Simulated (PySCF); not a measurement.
Correlation energy of Co¹⁰⁺ (cobalt, charge +10)

[Ne] 3s2 3p5, 2P determinant. Calculation: PySCF 2.14, in an even-tempered Gaussian basis (19 s from 0.49 bohr⁻², ratio 2.5; 12 p from 0.64 bohr⁻², ratio 2.5; 5 d from 5 bohr⁻², ratio 2.7; 4 f from 7.4 bohr⁻², ratio 2.7); the spin-free X2C one-electron Hamiltonian (Gaussian nucleus). Frozen: 1s2; 15 electrons correlated; the 22 highest virtual orbitals of each spin left out.

| level | correlation energy (mhartree) |
| --- | --- |
| CCSD | -562.04 |
| (T) | -3.45 |
| CCSD(T) | -565.49 |

Diagnostics: T1 = 0.0022, D1 = 0.0088, largest double amplitude 0.037.

Cost of the coupled-cluster step: roughly 21 core-seconds, for 15 correlated electrons.

Iterations:

```
CC2 = 0
CCSD nocc = (np.int64(8), np.int64(7)), nmo = (85, 85)
frozen orbitals [[0, 86, 87, 88, 89, 90, 91, 92, 93, 94, 95, 96, 97, 98, 99, 100, 101, 102, 103, 104, 105, 106, 107], [0, 86, 87, 88, 89, 90, 91, 92, 93, 94, 95, 96, 97, 98, 99, 100, 101, 102, 103, 104, 105, 106, 107]]
max_cycle = 100
direct = 0
conv_tol = 1e-08
conv_tol_normt = 1e-06
diis_space = 8
diis_start_cycle = 0
Init t2, MP2 energy = -0.546665965587089
Init E_corr(UCCSD) = -0.546665965587945
cycle = 1  E_corr(UCCSD) = -0.558021793005711  dE = -0.0113558274  norm(t1,t2) = 0.0175005
cycle = 2  E_corr(UCCSD) = -0.561201938961499  dE = -0.00318014596  norm(t1,t2) = 0.00446339
cycle = 3  E_corr(UCCSD) = -0.562055299562257  dE = -0.000853360601  norm(t1,t2) = 0.00135238
cycle = 4  E_corr(UCCSD) = -0.562044610651214  dE = 1.0688911e-05  norm(t1,t2) = 0.000105994
cycle = 5  E_corr(UCCSD) = -0.562040951531304  dE = 3.65911991e-06  norm(t1,t2) = 1.18592e-05
cycle = 6  E_corr(UCCSD) = -0.562041509686805  dE = -5.58155501e-07  norm(t1,t2) = 2.61479e-06
cycle = 7  E_corr(UCCSD) = -0.562041479837444  dE = 2.98493614e-08  norm(t1,t2) = 1.97962e-07
cycle = 8  E_corr(UCCSD) = -0.562041478575879  dE = 1.26156496e-09  norm(t1,t2) = 3.21726e-08
UCCSD converged
E(UCCSD) = -1354.700667561004  E_corr = -0.5620414785758786
UCCSD(T) correction = -0.00344661114553672
```
